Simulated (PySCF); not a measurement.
Two species compared at the same levels of theory.

First species: C₆H₈N₂.
Numbering: `[CH2:1]=[CH:2]/[N:3]=[CH:4]\[C@H:5]([CH3:6])[C:7]#[N:8]` (hydrogens: H9, H10 on C1; H11 on C2; H12 on C4; H13 on C5; H14, H15, H16 on C6)

Second species: C4H4FN.
SMILES: `[H]/N=C\C#CCF`

Levels: wB97X-D/def2-SVPD for dipole moment, HOMO energy, LUMO energy, HOMO–LUMO gap, static isotropic polarisability and electronic spatial extent ⟨r²⟩ about the centre of nuclear charge; TDDFT wB97X-D/def2-SVPD for lowest singlet excitation; TDA wB97X-D/def2-SVPD for lowest triplet excitation (Tamm–Dancoff); GFN2-xTB for rotational constant A and rotational constant C. Geometries: GFN2-xTB. Each structure is a single optimised conformer of the isolated species, non-relativistic unless stated; the electronic structure was computed with PySCF and density fitting.

The conformers computed, where there is a choice (atom-mapped SMILES and torsion angles):
- `[CH2:1]=[CH:2]/[N:3]=[CH:4]\[C@H:5]([CH3:6])[C:7]#[N:8]`: C1–C2–N3–C4 -56°, N3–C4–C5–C6 -139°

```csv
property,column X,column Y
dipole moment,3.76 D,2.20 D
HOMO energy,-8.80 eV,-9.98 eV
LUMO energy,0.41 eV,0.19 eV
HOMO–LUMO gap,9.21 eV,10.17 eV
lowest singlet excitation,4.32 eV,4.74 eV
lowest triplet excitation (Tamm–Dancoff),3.38 eV,3.96 eV
static isotropic polarisability,82.7 au,58.2 au
electronic spatial extent ⟨r²⟩ about the centre of nuclear charge,1039 bohr²,853 bohr²
rotational constant A,2.988 GHz,21.987 GHz
rotational constant C,1.190 GHz,1.240 GHz
```

Question: Which column belongs to which species?

Answer: Column X is the first species and column Y the second. The first has 16 atoms and 58 electrons, the second 10 and 44.

Question: How does each property change from the first species to the second?

Answer: dipole moment -1.56 D; HOMO energy -1.18 eV; LUMO energy -0.22 eV; HOMO–LUMO gap +0.96 eV; lowest singlet excitation +0.42 eV; lowest triplet excitation (Tamm–Dancoff) +0.58 eV; static isotropic polarisability -24.5 au; electronic spatial extent ⟨r²⟩ about the centre of nuclear charge -186 bohr²; rotational constant A +18.999 GHz; rotational constant C +0.050 GHz.

On the first: A dipole of 3.76 D is allowed in C1, and pure rotational transitions are dipole-allowed. The 8 singlets span 4.32 to 7.76 eV, and their oscillator strengths add up to 0.50.

On the second: In atomic units the dipole is 0.87 e·bohr (1 au = 2.5417 D). S1 lies 5.43 eV below the HOMO–LUMO gap; its leading configuration is HOMO−1→LUMO, weight 0.97.
